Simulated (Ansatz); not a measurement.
C₃H₈Si, SMILES C1C[SiH2]C1.

Coordinates come from a B3LYP-D3(BJ)/def2-SVP optimisation.

Two levels are set side by side: PBE/def2-SVPD (Ansatz, a first-principles code) and CAM-B3LYP/def2-SVPD (Ansatz). Energy differences of separate SCF runs at the same geometry; the states with an electron removed or added have multiplicity 2 and 2. Differences are taken from unrounded values.

| quantity | CAM-B3LYP |
|---|---|
| vertical ionisation energy (eV) | 10.06 |
| vertical singlet–triplet gap (eV) | 6.79 |

What does PBE give, and how far is it from CAM-B3LYP? (The exact figures need the calculation; the answer reports its results.)


```
quantity                            PBE  PBE minus CAM-B3LYP
---------------------------------  ----  -------------------
vertical ionisation energy (eV)    9.63                -0.43
vertical singlet–triplet gap (eV)  6.10                -0.69
```
